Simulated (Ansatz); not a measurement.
Consider the formal exchange of groups at the Si–N bond: `F[SiH](Cl)[NH][GeH3]` + `[SiH3][SiH3]` → `F[SiH](Cl)[SiH2][SiH3]` + `[NH2][GeH3]`.

Gas-phase electronic energies from Ansatz, PBE0-D4/def2-TZVP geometries. CCSD(T)/CBS adds triple-zeta CCSD(T) − MP2 to the extrapolated MP2 energy (def2 sets, frozen cores). DFT in def2-TZVPP. For Ge outer-core shells are correlated without core-valence functions, which leaves a few kJ/mol of doubt a bond. Scalar relativity is left out up to krypton. Each species was taken in one conformer, which may not be the lowest.

| level | ΔE (kJ/mol) | difference from CCSD(T)/CBS |
| --- | --- | --- |
| r2SCAN-D4 | 84.0 | -6.8 |
| B2PLYP | 92.2 | 1.4 |
| PBE0 | 76.4 | -14.4 |
| HF/def2-TZVPP | 106.9 | 16.1 |
| CCSD/def2-TZVPP | 95.6 | 4.8 |
| CCSD(T)/def2-TZVPP | 93.3 | 2.5 |
| MP2/def2-QZVPP | 98.0 | 7.2 |
| SCS-MP2/def2-QZVPP | 99.0 | 8.2 |
| HF/CBS(def2) | 108.2 | 17.4 |
| CCSD/CBS(def2) | 93.1 | 2.3 |
| CCSD(T)/CBS | 90.8 | 0 |

Largest T1 diagnostic among the species: 0.013.

In def2-TZVPP, CCSD(T) changes the Hartree–Fock value by −13.6 kJ/mol (the triples alone add −2.3 kJ/mol) and MP2 by −8.0 kJ/mol. From PBE to PBE0 (25 % exact exchange), in def2-TZVPP and without D4, ΔE moves by +8.7 kJ/mol.
